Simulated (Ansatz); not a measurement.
Coupled-cluster run, C₂H₈F₂MoO₄, SMILES `C[O][Mo]([OH])([OH])([F])([F])[O]C`.

```yaml
crystal:
  periodic: [false, false, false]
  atoms:
    - {symbol: C, position_ang: [2.789751, 0.229772, -0.228985]}
    - {symbol: O, position_ang: [1.542699, 0.463500, 0.342434]}
    - {symbol: Mo, position_ang: [-0.225730, 0.710832, -0.020985]}
    - {symbol: O, position_ang: [-1.915207, 0.898284, -0.864988]}
    - {symbol: O, position_ang: [0.427039, 0.420838, -1.798406]}
    - {symbol: F, position_ang: [-0.766719, 1.096163, 1.744765]}
    - {symbol: F, position_ang: [-0.153917, 2.557243, -0.137544]}
    - {symbol: O, position_ang: [-0.725871, -1.014498, 0.414925]}
    - {symbol: C, position_ang: [-1.740046, -1.552500, 1.203723]}
    - {symbol: H, position_ang: [2.679835, 0.189642, -1.316540]}
    - {symbol: H, position_ang: [3.186548, -0.717915, 0.144584]}
    - {symbol: H, position_ang: [3.464988, 1.043450, 0.048135]}
    - {symbol: H, position_ang: [-2.361519, 0.126525, -1.222929]}
    - {symbol: H, position_ang: [-0.193464, 0.627186, -2.501943]}
    - {symbol: H, position_ang: [-2.710146, -1.447204, 0.702523]}
    - {symbol: H, position_ang: [-1.781145, -1.019663, 2.159082]}
    - {symbol: H, position_ang: [-1.536097, -2.612053, 1.372449]}
basis:
  gaussian: {orbitals: def2-SVP}
correlation: {method: ccsd_t}
```

```sh
$ ansatz run in.yaml --threads 4 --pin off --events-out ev --progress --plain --max-ram 66560MiB --backend cuda --devices 0, --max-vram 37GiB
```

The program prints (abridged):

```
Functional definition: HF
1799 factors; integrals over basis functions are off by at most 1.5e-3 eV
mean field evaluation 1: about -17559.5156 eV, gradient 8.3e1 eV
mean field evaluation 2: about -17559.8589 eV, gradient 8.4e1 eV
mean field evaluation 4: about -17573.0701 eV, gradient 1.1e1 eV
mean field evaluation 8: about -17573.3938 eV, gradient 1.5e0 eV
mean field evaluation 16: about -17573.4007 eV, gradient 2.0e-6 eV
mean field -17573.40068966 eV, -645.8105636663 hartree, gradient 3.5e-6 eV, S^2 0.000000; 0 other end points of the search recorded, 0 dependent functions left out
8 core orbitals not correlated: weight in the atoms' cores, before any rotation towards them, 1.000 or more for the frozen orbitals, at most 0.000 for the correlated occupied ones
reference -17573.40068966 eV, -645.8105636663 hartree; 34, 34 occupied and 141, 141 virtual orbitals, 1799 factors
second order -51.26571560 eV of doubles, -0.00000000 eV of singles
cycle   1  -47.82760535 eV  change     3.4e0 eV  update   3.6e-1
cycle   2  -50.11583648 eV  change    -2.3e0 eV  update   2.6e-1
cycle   3  -50.64188479 eV  change   -5.3e-1 eV  update   5.9e-2
cycle   4  -50.69045673 eV  change   -4.9e-2 eV  update   2.5e-2
cycle   5  -50.65524626 eV  change    3.5e-2 eV  update   1.0e-2
cycle   6  -50.64689558 eV  change    8.4e-3 eV  update   4.0e-3
cycle   7  -50.64929946 eV  change   -2.4e-3 eV  update   2.0e-3
cycle   8  -50.64865391 eV  change    6.5e-4 eV  update   1.1e-3
cycle   9  -50.64798900 eV  change    6.6e-4 eV  update   5.1e-4
cycle  10  -50.64898124 eV  change   -9.9e-4 eV  update   3.1e-4
cycle  11  -50.64902044 eV  change   -3.9e-5 eV  update   1.5e-4
cycle  12  -50.64871897 eV  change    3.0e-4 eV  update   7.7e-5
cycle  13  -50.64879391 eV  change   -7.5e-5 eV  update   4.5e-5
perturbative correction -2.10969036 eV, -0.0775296907 hartree
Total energy: -17626.15917393 eV, -647.7494022021 hartree
```

Run time 7.5 s (4 threads of an AMD EPYC 7R13 on a shared host and a share of an NVIDIA H100 80 GB); peak host memory 1 GiB.

Correlation energy per correlated electron: -0.776 eV. T1 diagnostic: 0.0230.
